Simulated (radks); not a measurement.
The germanium ion Ge16+, configuration [Ne] 3s2 3p4 (the NIST ground configuration).

Method: scalar-relativistic Kohn-Sham, BLYP, spin-unpolarised, spherical densities, point nucleus; computed with a radial shooting solver on a logarithmic mesh with Libxc functionals.

Energy parts (eV):
total: -53536.485
kinetic: 54590.724
electron-nucleus: -119156.911
Hartree: 12703.885
exchange-correlation: -1674.183

Orbitals (lengths in bohr, moments of r in powers of bohr; <r^-3> diverges for s and p1/2; r(max) is where P^2 peaks):
orbital,occ.,eigenvalue (eV),r(max),<r>,<1/r>,<r^-3>
1s,2,-11546.32,0.03073,0.04700,32.38,-
2s,2,-1947.927,0.1756,0.2084,7.158,-
2p,6,-1777.861,0.1408,0.1821,7.010,1007
3s,2,-646.7918,0.5017,0.5416,2.679,-
3p,4,-593.0775,0.4897,0.5342,2.588,204.7
3d,0,-513.9789,0.4090,0.4906,2.432,28.39
4s,0,-315.3465,1.072,1.085,1.318,-

The highest occupied level is 3p at -593.08 eV. The density falls to 0.001 e/bohr^3 at r = 1.41 bohr.
